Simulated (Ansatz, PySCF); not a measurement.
Gas-phase reaction (SMILES): [SiH3][SiH2]Cl → [SiH2][SiH2]Cl + H atom; the H-Si bond at the site shown breaks (other sites are not compared here).

Geometries: B3LYP-D3(BJ)/def2-TZVP minima from Ansatz (an electronic-structure program), one conformer each, not searched for the lowest. Valence correlation only, unless marked. Open shells are spin-unrestricted. Spin-orbit coupling is left out. Non-relativistic. CBS(X,Y): correlation extrapolated as X^-3; Hartree-Fock from the larger set. Thermal terms are rigid-rotor harmonic-oscillator values from B3LYP-D3(BJ) frequencies (PySCF) at 298.15 K and 1 atm. 1 Eh = 627.5095 kcal/mol. Atoms have translation alone. Electronic entropy comes from spin alone.

| species | E, CCSD(T)/CBS(aug-cc-pV(T+d)Z,aug-cc-pV(Q+d)Z) (Ansatz) (Eh) | E, B3LYP-D3(BJ)/def2-TZVPD (Ansatz + dftd3) (Eh) | H - E (Eh) | G - E (Eh) |
|---|---|---|---|---|
| [SiH3][SiH2]Cl | -1040.96560 | -1042.33674 | 0.05015 | 0.01348 |
| [SiH2][SiH2]Cl | -1040.31641 | -1041.68747 | 0.04056 | 0.00348 |
| H atom | -0.49995 | -0.50215 | 0.00236 | -0.01065 |

Question: Work out ΔE and ΔH, ΔG, ΔS and the equilibrium constant at 298.15 K at the first level, then ΔH at the second.

Answer: 
1. ΔE = [(-1040.31641) + (-0.49995)] - [(-1040.96560)] = 0.14924 Eh = 93.6 kcal/mol at CCSD(T)/CBS(aug-cc-pV(T+d)Z,aug-cc-pV(Q+d)Z).
2. The terms H - E add up to -0.00723 Eh, so ΔH = (0.14924 + (-0.00723))×627.5095 = 89.1 kcal/mol.
3. The terms G - E add up to -0.02065 Eh, so ΔG = 80.7 kcal/mol, and ΔS = (-0.00723 - (-0.02065))×627509.5/298.15 = 28.2 cal/(mol K).
4. log10 K = -ΔG/(RT ln 10) = -59.2, with RT ln 10 = 1.3642 kcal/mol.
5. With ΔH and ΔS taken as constant, ΔG changes sign near ΔH/ΔS = 3160 K, a rough figure that leaves out heat capacities.
6. At B3LYP-D3(BJ)/def2-TZVPD the same steps give ΔE = 92.3 and ΔH = 87.8 kcal/mol, a shift of -1.3 from the first level.
7. These values are not checked against measurement here, since the tables used lack a sound gas-phase enthalpy of formation for at least one species.
